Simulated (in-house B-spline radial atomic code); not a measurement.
## Response and correlation of the calcium ion Ca⁸⁺

Closed shell [Ne] 3s2. Computed with an all-electron radial atomic-structure program (B-spline basis): Dirac-Hartree-Fock, relativistic RPA (time-dependent Dirac-Hartree-Fock) for the response and second-order many-body perturbation theory for correlation, no-pair Dirac-Coulomb Hamiltonian, finite nucleus.

Command:
```bash
python run_mb.py task.json out
```
Settings (nuclear radius in fm, box in bohr, cutoff in hartree):
```
basis_form          2
Z                   20
core_configuration  [Ne] 3s2
rms_radius          3.4776
mass_number         40
speed_of_light      137.036
box_radius          7.759
lmax                7
intervals           62
virtual_cutoff      10000.0
```

Time taken, with all properties: 1.1 s on 1 thread of Intel(R) Xeon(R) 6975P-C, with other jobs on the host.

| multipole (bohr³, bohr⁵, bohr⁷) | uncoupled | coupled RPA |
| --- | --- | --- |
| dipole | 0.98549 | 1.1894 |
| quadrupole | 0.50289 | 0.6199 |
| octupole | 0.52964 | ? |

**Question.** What is the coupled octupole polarisability?

**Answer.** 0.59432 atomic units, +12 % against the uncoupled value.

**Question.** Which subshells carry the dipole polarisability?

**Answer.** 3s1/2 100.3 %, 2p3/2 -0.2 %, 2p1/2 -0.1 %.

**Question.** What does the dipole shielding factor come to?

**Answer.** The dipole shielding factor is 0.600, against the exact N/Z = 12/20 = 0.600 of the non-relativistic theorem.

Dipole polarisability at imaginary frequency:

```
u (Eh)  α(iu) (bohr³)
     0          1.189
  1.35         0.4327
  4.05        0.09742
   8.1        0.04074
  13.5        0.02245
    27       0.009041
    54       0.002982
   135       0.000567
```

**Question.** What dispersion coefficients follow for two such ions (the dispersion part alone)?

**Answer.** C6 = (3/π)∫α(iu)²du = 1.1 hartree·bohr⁶ and C8 = 4.012 hartree·bohr⁸.

Lowest J = 1 odd-parity excitations:

| energy (eV) | oscillator strength | leading channel | weight |
| --- | --- | --- | --- |
| 15.246 | 0.000354 | 3s1/2 → p1/2 | 0.692 |
| 26.257 | 1.06 | 3s1/2 → p3/2 | 0.69 |
| 101.34 | 0.00312 | 3s1/2 → p1/2 | 0.756 |
| 102.37 | 0.256 | 3s1/2 → p3/2 | 0.756 |
| 134.58 | 0.00172 | 3s1/2 → p1/2 | 0.78 |
| 134.96 | 0.0919 | 3s1/2 → p3/2 | 0.78 |
| 152.61 | 0.00126 | 3s1/2 → p1/2 | 0.793 |
| 152.85 | 0.0557 | 3s1/2 → p3/2 | 0.793 |

For an outer ns² shell RPA puts the lowest triplet far too low, and second order misses the ns²-np² near-degeneracy.

Second-order correlation energy by the highest angular momentum of the excited pair (hartree): s -0.01887, p -0.1821, d -0.203, f -0.05305, g -0.02013, h -0.007719, i -0.003566, k -0.001868.

**Question.** What is the second-order correlation energy at the partial-wave limit?

**Answer.** The listed waves sum to -0.49026 hartree; extrapolating the increments as (l + 1/2)⁻⁴ gives -0.49407 hartree, -1.12 eV per electron.
